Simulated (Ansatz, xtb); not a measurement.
# Relative energy of two isomers of C7H8S

We compare I, `C=CC1=C(S)CC=C1`, a singlet, with II, `C=CC1=CCC(S)=C1`, a singlet. Both are isolated molecules in the gas phase, relaxed with PBE-D3(BJ)/def2-SVP; the shapes shown needn't be the lowest conformers.

I (Å):

```yaml
atoms:
  - { symbol: C, position_ang: [-1.9538, -1.5466, -2.5795] }
  - { symbol: C, position_ang: [-0.8741, -0.9898, -1.9819] }
  - { symbol: C, position_ang: [-0.8104, -0.4803, -0.6230] }
  - { symbol: C, position_ang: [0.2947, 0.0900, -0.0159] }
  - { symbol: C, position_ang: [-0.0485, 0.4898, 1.3971] }
  - { symbol: C, position_ang: [-1.4914, 0.0794, 1.5332] }
  - { symbol: C, position_ang: [-1.9067, -0.4739, 0.3643] }
  - { symbol: S, position_ang: [1.8680, 0.3218, -0.7645] }
  - { symbol: H, position_ang: [-1.9061, -1.9057, -3.6181] }
  - { symbol: H, position_ang: [-2.9159, -1.6621, -2.0559] }
  - { symbol: H, position_ang: [0.0605, -0.9046, -2.5654] }
  - { symbol: H, position_ang: [2.4567, 0.8978, 0.3193] }
  - { symbol: H, position_ang: [0.0972, 1.5823, 1.5602] }
  - { symbol: H, position_ang: [0.6078, -0.0217, 2.1380] }
  - { symbol: H, position_ang: [-2.0845, 0.2192, 2.4463] }
  - { symbol: H, position_ang: [-2.9124, -0.8671, 0.1617] }
```

II (Å):

```xyz
16

C    -2.1746   -0.8962   -2.6925
C    -0.9051   -0.7407   -2.2543
C    -0.5006   -0.4407   -0.8861
C     0.7936   -0.2869   -0.4534
C     0.8016    0.0137    1.0177
C    -0.6671    0.0132    1.3792
C    -1.4073   -0.2522    0.2618
S    -1.1643    0.3264    3.0360
H    -2.3901   -1.1226   -3.7474
H    -3.0401   -0.8036   -2.0176
H    -0.0763   -0.8450   -2.9763
H     1.6966   -0.3678   -1.0730
H     1.2811    0.9923    1.2492
H     1.3688   -0.7454    1.6037
H    -2.5038    0.2146    2.8159
H    -2.5026   -0.3168    0.2164
```

Quicker runs give these differences E(II) − E(I): GFN2-xTB +0.004 eV; HF/STO-3G −0.019 eV (at GFN2-xTB geometries); r2SCAN-D4/def2-SVP +0.017 eV (at GFN2-xTB geometries).

Task: Estimate which is lower in electronic energy at CCSD(T)/def2-SVP + ΔMP2/def2-TZVPP, and by roughly how much.

Result: CCSD(T)/def2-SVP + ΔMP2/def2-TZVPP gives E(II) − E(I) = +0.016 eV, slightly favouring structure I, which is too small a margin to settle the true order.

The same difference at several levels:

```
                             level             geometry  E(II) − E(I) (eV)  departure from the last row (eV)  job, with rough time for the two
                          GFN2-xTB             GFN2-xTB              +0.004                            −0.012              optimisation, 0.72 s
                         HF/STO-3G             GFN2-xTB              −0.019                            −0.035               single point, 2.9 s
                r2SCAN-D4/def2-SVP             GFN2-xTB              +0.017                            +0.001                single point, 15 s
               PBE-D3(BJ)/def2-SVP  PBE-D3(BJ)/def2-SVP              +0.018                            +0.002                optimisation, 91 s
                       HF/def2-SVP  PBE-D3(BJ)/def2-SVP              −0.040                            −0.056           part of the CCSD(T) run
                      MP2/def2-SVP  PBE-D3(BJ)/def2-SVP              +0.014                            −0.002           part of the CCSD(T) run
                  CCSD(T)/def2-SVP  PBE-D3(BJ)/def2-SVP               0.000                            −0.016                      single point
CCSD(T)/def2-SVP + ΔMP2/def2-TZVPP  PBE-D3(BJ)/def2-SVP              +0.016                                               single point, 7.1 min
```

As drawn, both hold the same kinds of bond in the same numbers.

The largest departure from CCSD(T)/def2-SVP + ΔMP2/def2-TZVPP is that of HF/def2-SVP, 0.056 eV. The last row adds to CCSD(T) the change of the MP2 difference between the two basis sets, here +0.016 eV.

With thermal terms from frequencies at re-optimised GFN2-xTB minima (ideal gas, soft modes damped towards free rotors, one conformer each, 298.15 K, 1 atm): the zero-point term adds 0.000 eV; ΔH is +0.014 and ΔG +0.018 eV.

The correlated steps freeze 12 core orbitals. Programs: Ansatz 0.2.0, xtb 6.7.1; the last row on 2 threads of Intel(R) Xeon(R) Processor @ 2.50GHz (Skylake/Cascade Lake) on a shared host.
